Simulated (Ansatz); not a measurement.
Reaction (ligand exchange at the Si–N bond): `[SiH3]/N=C/Cl` + `C=N[SiH2]N` → `C=N[SiH2]N[SiH3]` + `N=CCl`

Computed with Ansatz on PBE0-D4/def2-TZVP structures; ΔE is electronic, products minus reactants. CCSD(T)/CBS adds triple-zeta CCSD(T) − MP2 to the extrapolated MP2 energy (def2 sets, frozen cores). This one scheme is used for every species. DFT in def2-TZVPP. One conformer a species, not always the lowest.

`[SiH3]/N=C/Cl`:

Cartesian coordinates in Å:
```
Si 1.109 0.523 0.176
N -0.569 0.447 -0.280
C -1.288 -0.558 -0.217
Cl -2.967 -0.536 -0.699
H 1.612 -0.792 0.669
H 1.881 0.938 -1.019
H 1.239 1.541 1.244
H -1.018 -1.562 0.126
```

`C=N[SiH2]N`:

Cartesian coordinates in Å:
```
C -0.911 0.799 -1.591
N -0.931 -0.048 -0.662
Si 0.041 0.097 0.786
N 1.062 -1.241 1.075
H -1.539 0.669 -2.481
H -0.282 1.707 -1.587
H 0.910 1.308 0.683
H -0.923 0.200 1.907
H 0.669 -2.132 1.333
H 1.905 -1.359 0.537
```

`C=N[SiH2]N[SiH3]`:

```xyz
13

C    -1.931    0.008    1.768
N    -1.689    0.501    0.637
Si   -0.879   -0.375   -0.637
N     0.546    0.432   -1.153
Si    2.143    0.258   -0.519
H    -1.658   -1.018    2.066
H    -2.444    0.600    2.536
H    -0.490   -1.735   -0.166
H    -1.841   -0.441   -1.764
H     0.403    1.195   -1.800
H     2.608    1.483    0.187
H     2.106   -0.873    0.441
H     3.127   -0.034   -1.597
```

`N=CCl`:

```xyz
5

N    -0.071   -0.215   -0.966
C    -0.033   -0.009    0.264
Cl   -0.924   -1.006    1.361
H     0.509    0.463   -1.458
H     0.519    0.765    0.799
```

```json
{"level": "ωB97M-V", "ΔE (kJ/mol)": "-8.8"}
{"level": "HF/def2-QZVPP", "ΔE (kJ/mol)": "-7.9"}
```

Question: What does CCSD(T)/CBS give? (Best estimate.)

Answer: Ansatz gave: -9.9 kJ/mol. The listed levels differ from it by 1.1, 2.0 kJ/mol.

Largest T1 diagnostic among the species: 0.013.

Leaving LDA and LC-ωPBE aside and taking each functional with its dispersion term where it has one, the values, not all of them listed here, spread over 6.1 kJ/mol, from ωB97X-V to BLYP-D4. From PBE to PBE0 (25 % exact exchange), in def2-TZVPP and without D4, ΔE moves by −3.5 kJ/mol.
